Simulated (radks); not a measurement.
Values are calculated unless marked as measured or tabulated.
Ionisation ladder of barium, from Ba to Ba7+. Each ion is in the ground configuration listed by NIST, and IE = E(next ion) - E(this ion). Code: a radial shooting solver on a logarithmic mesh with Libxc functionals. Model: scalar-relativistic Kohn-Sham, PBEsol, spin-unpolarised, spherical densities, finite nucleus; Fermi nuclear charge, rms radius 4.8378 fm.

species      configuration  IE, Delta-SCF (eV)  -e(HOMO) (eV)  HOMO  <r> HOMO (bohr)  IE, NIST (eV)       kind  error (eV)
Ba                [Xe] 6s2               5.382          3.247    6s             4.77          5.212       exp.      +0.170
Ba+               [Xe] 6s1               9.894          7.588    6s             4.32         10.004       exp.      -0.110
Ba2+                  [Xe]              36.490         30.926    5p             1.89         35.844       exp.      +0.647
Ba3+     [Kr] 4d10 5s2 5p5              48.042         42.183    5p             1.83           47.0  semi-emp.      +1.042
Ba4+     [Kr] 4d10 5s2 5p4              60.138         54.023    5p             1.77             58     theory      +2.138
Ba5+     [Kr] 4d10 5s2 5p3              72.704         66.369    5p             1.73             71     theory      +1.704
Ba6+     [Kr] 4d10 5s2 5p2              85.666         79.150    5p             1.68             86     theory      -0.334
Ba7+     [Kr] 4d10 5s2 5p1              98.946         92.289    5p             1.64            101     theory      -2.054

Reference values: NIST Atomic Spectra Database (exp. = measured, semi-emp. = semi-empirical, theory = theoretical value adopted there). The ionisation energy per charge of the ion left behind rises most, in proportion, at Ba2+ ([Xe]), from 4.947 to 12.163 eV. Against the entries that are not theoretical the mean signed error is +1.5 % and the largest +3.3 %. Spin polarisation and multiplet splitting are left out, so open shells lie too high by an amount that depends on their filling. Spin-orbit splitting is averaged out at the scalar-relativistic level.

Beside tabulated values, note that spin-unpolarised runs miss the spin-polarisation part of the exchange energy of open shells.
